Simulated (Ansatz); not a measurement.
`C=CCCCCCCCC` was relaxed with PBE-D4 (def2-SVP) in Ansatz in these states: charge -1 doublet, neutral singlet. The geometries follow in no particular order.

A:

```tsv
atom	x (Å)	y (Å)	z (Å)
C1	1.474	-4.164	2.867
C2	1.860	-3.393	1.760
C3	1.155	-3.419	0.442
C4	0.135	-2.278	0.168
C5	0.776	-0.897	0.017
C6	-0.217	0.261	-0.134
C7	0.467	1.620	-0.337
C8	-0.459	2.841	-0.405
C9	-1.499	2.815	-1.535
C10	-2.310	4.109	-1.644
H11	2.028	-4.130	3.820
H12	0.573	-4.801	2.835
H13	2.757	-2.752	1.842
H14	0.600	-4.386	0.341
H15	1.879	-3.400	-0.420
H16	-0.443	-2.502	-0.768
H17	-0.602	-2.258	1.003
H18	1.429	-0.716	0.902
H19	1.453	-0.914	-0.873
H20	-0.899	0.045	-0.988
H21	-0.873	0.308	0.766
H22	1.199	1.771	0.491
H23	1.077	1.577	-1.271
H24	-0.987	2.967	0.569
H25	0.160	3.764	-0.534
H26	-2.194	1.957	-1.394
H27	-0.974	2.626	-2.502
H28	-2.867	4.316	-0.702
H29	-3.055	4.055	-2.473
H30	-1.641	4.980	-1.841
```

B:

```
atom    x (Å)    y (Å)    z (Å)
  C1  -2.3865   4.6087  -1.3008
  C2  -2.0792   3.3247  -1.5554
  C3  -0.7535   2.8429  -2.0780
  C4   0.0418   1.9703  -1.0852
  C5  -0.6188   0.6361  -0.7263
  C6   0.2202  -0.2254   0.2223
  C7  -0.4304  -1.5687   0.5700
  C8   0.3514  -2.4250   1.5752
  C9   1.7159  -2.9204   1.0805
 C10   2.4278  -3.8294   2.0832
 H11  -3.3710   4.9018  -0.9021
 H12  -1.6575   5.4184  -1.4796
 H13  -2.8421   2.5493  -1.3548
 H14  -0.1367   3.7193  -2.3700
 H15  -0.9224   2.2513  -3.0076
 H16   1.0457   1.7692  -1.5202
 H17   0.2222   2.5560  -0.1564
 H18  -1.6146   0.8173  -0.2640
 H19  -0.8214   0.0634  -1.6604
 H20   1.2208  -0.3941  -0.2341
 H21   0.4119   0.3424   1.1614
 H22  -1.4488  -1.3767   0.9749
 H23  -0.5864  -2.1526  -0.3660
 H24   0.4923  -1.8478   2.5179
 H25  -0.2665  -3.3070   1.8554
 H26   2.3685  -2.0519   0.8440
 H27   1.5765  -3.4609   0.1170
 H28   2.6066  -3.3056   3.0458
 H29   3.4115  -4.1729   1.7036
 H30   1.8228  -4.7326   2.3097
```

**Question.** Judge from the bond lengths which geometry belongs to which state (an estimate).

**Answer.** A is the charge -1 doublet (C1–C2 1.403 Å, C3–C4 1.555 Å, C3–H15 1.125 Å); B is the neutral singlet (C1–C2 1.345 Å, C3–C4 1.543 Å, C3–H15 1.115 Å).

At PBE-D4/def2-SVP the highest occupied level of the relaxed charge -1 doublet lies above zero (up to 3.62 eV). By energy differences, losing it releases 1.73 eV (each at its own geometry, to the charge 0 singlet, at PBE0-D4/def2-TZVP). At PBE-D4/def2-SVP the gap within one spin of the relaxed charge -1 doublet nearly closes, so an electron or hole may be smeared out by delocalisation error.
